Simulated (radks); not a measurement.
These are the eigenvalues of the occupied orbitals of an atom or ion with whole-number occupations (Ry). Method: scalar-relativistic Kohn-Sham, BLYP, spin-polarised, spherical densities, finite nucleus; Fermi nuclear charge, rms radius of each element as measured or else 0.836 A^(1/3) + 0.57 fm; computed with a radial shooting solver on a logarithmic mesh with Libxc functionals.

| orbital | eigenvalue |
|---|---|
| 1s up | -5873.103 |
| 1s down | -5871.466 |
| 2s up | -1438.001 |
| 2s down | -1434.913 |
| 2p up | -1334.046 |

Which element is it, and in what charge state? The configuration may be excited. Open shells, if any, are filled with parallel spins first.

Answer. Z = 75, rhenium, charge +70: Re70+ in [He] 2s2 2p1. The list shows which subshells hold electrons but not how many an open one holds; the 1s level, -2936.6 hartree, gives Z - s = 76.6 by -(Z - s)^2/2, which with screening and relativity narrows Z to a few neighbours, and the depths of the outer levels then fix element, charge and occupations together.
